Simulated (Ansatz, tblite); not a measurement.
Forces on B₈⁻ at its PBE-D4/def2-SVPD geometry. The state is a doublet with charge -1.

The xTB rows come from tblite. At PBE-D4/def2-TZVPD the charge -1 doublet is spin-contaminated (final ⟨S²⟩ up to 0.96, 0.75 for a pure state). Another isomer (doublet) lies 1.58 eV lower at PBE0-D4/def2-TZVPD; other spin states weren't run for this one.

GFN1-xTB (tblite), largest force 2.56 eV/Å:

```xyz
8
positions Å, forces eV/Å
B    -1.782   -1.018    2.039   -0.427   -0.320    0.391
B    -0.743   -0.061    1.256    1.089    2.253    0.545
B     1.324    1.547   -0.647   -0.016    0.588    0.668
B     0.310    0.790    0.325   -0.432    1.070    1.958
B    -0.303   -0.793   -0.321    0.428   -1.071   -1.962
B    -1.324   -1.547    0.646    0.020   -0.589   -0.658
B     1.773    1.023   -2.044    0.425    0.322   -0.402
B     0.746    0.060   -1.255   -1.088   -2.253   -0.541
```

GFN2-xTB (tblite), largest force 1.58 eV/Å:

```
B 0.916 0.354 -1.233
B 0.063 0.580 0.514
B -0.394 -0.401 0.246
B 0.208 0.728 0.439
B -0.218 -0.731 -0.449
B 0.401 0.406 -0.236
B -0.901 -0.362 1.236
B -0.075 -0.575 -0.516
```

PBE-D4/def2-TZVPD (Ansatz), largest force 0.53 eV/Å:

```
B 0.270 0.026 -0.453
B -0.015 -0.105 -0.092
B -0.118 -0.334 -0.180
B 0.036 -0.017 -0.067
B -0.046 0.015 0.055
B 0.125 0.343 0.185
B -0.260 -0.031 0.457
B 0.008 0.104 0.095
```
